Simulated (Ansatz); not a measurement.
A run for Ansatz (a program for electronic structure): R-CCSD(T)/cc-pV(T+d)Z on CH6AlN (SMILES [CH3][AlH][NH2]), a point of a bond scan (R = 1.581 Å). Files ending in .json are basis or fitting sets from the Basis Set Exchange.

Ansatz 0.2 input:
```yaml
crystal:
  periodic: [false, false, false]
  atoms:
    - {symbol: Al, position_ang: [-0.27445294, -0.28120700, -0.33028897]}
    - {symbol: H, position_ang: [-1.12314939, -1.12233866, -1.36565167]}
    - {symbol: C, position_ang: [0.13996125, 1.61435917, -0.55556952]}
    - {symbol: H, position_ang: [0.69355590, 1.78924499, -1.48298603]}
    - {symbol: H, position_ang: [0.73697373, 2.01500929, 0.26678325]}
    - {symbol: H, position_ang: [-0.77388612, 2.21218341, -0.62370655]}
    - {symbol: N, position_ang: [0.31277928, -1.15023681, 1.10029951]}
    - {symbol: H, position_ang: [0.86352939, -0.74691531, 1.84233245]}
    - {symbol: H, position_ang: [0.14164226, -2.12598999, 1.28830568]}
basis:
  gaussian:
    orbitals: cc-pV_T+d_Z.json
    pivot_positions_ang: [[-0.27445294, -0.28120700, -0.33028897], [-1.12314939, -1.12233866, -1.36565167], [0.13996125, 1.61435917, -0.55556952], [0.69355590, 1.78924499, -1.48298603], [0.73697373, 2.01500929, 0.26678325], [-0.77388612, 2.21218341, -0.62370655], [0.31277928, -1.15023681, 1.10029951], [0.86352939, -0.74691531, 1.84233245], [0.14164226, -2.12598999, 1.28830568]]
magnetization: {spin_polarized: false}
correlation: {method: ccsd_t, electrons: outside_noble_gas}
scf: {lower_state_search: off}
output: {orbitals: {seedname: ./end}}
```

Output:

```
WARN ansatz: RAYON_NUM_THREADS=1 ignored (pool sized by the plan → 1); use --threads N
Functional definition: HF
these checks for a lower state are left out or cut short: stability, starts, cluster_reference, orbital_swaps, neighbouring_geometries, increment
integrals: 0.62 GiB planned
1209 factors; integrals over basis functions are off by at most 3.8e-4 eV
mean field: 0.46 GiB planned
mean field evaluation 1: about -9188.4870 eV, gradient 4.3e1 eV
mean field evaluation 2: about -9188.4873 eV, gradient 4.3e1 eV
mean field evaluation 4: about -9192.4589 eV, gradient 3.1e0 eV
mean field evaluation 8: about -9192.4997 eV, gradient 4.4e-2 eV
mean field -9192.49967244 eV, -337.8181320621 hartree, gradient 1.2e-6 eV, S^2 0.000000; 0 other end points of the search recorded, 0 dependent functions left out
7 core orbitals not correlated
reference -9192.49967244 eV, -337.8181320621 hartree; 9, 9 occupied and 167, 167 virtual orbitals, 1209 factors
second order -13.15695347 eV of doubles, -0.00000000 eV of singles
coupled cluster: 1.29 GiB planned
cycle   1  -13.68443989 eV  change   -5.3e-1 eV  update   7.2e-2
cycle   2  -14.01463458 eV  change   -3.3e-1 eV  update   2.2e-2
cycle   3  -14.07000901 eV  change   -5.5e-2 eV  update   1.0e-2
cycle   4  -14.06571608 eV  change    4.3e-3 eV  update   2.9e-3
cycle   5  -14.06591142 eV  change   -2.0e-4 eV  update   1.6e-3
cycle   6  -14.06583941 eV  change    7.2e-5 eV  update   4.7e-4
cycle   7  -14.06569985 eV  change    1.4e-4 eV  update   1.4e-4
cycle   8  -14.06571823 eV  change   -1.8e-5 eV  update   4.9e-5
cycle   9  -14.06571810 eV  change    1.2e-7 eV  update   1.2e-5
perturbative correction -0.49877388 eV, -0.0183296022 hartree
Total energy: -9207.06416443 eV, -338.3533672704 hartree
Checks for a lower state left out: stability, starts, cluster_reference, orbital_swaps, neighbouring_geometries, increment
```

Self-consistency was reached.

Cost: very roughly 30 core-seconds.
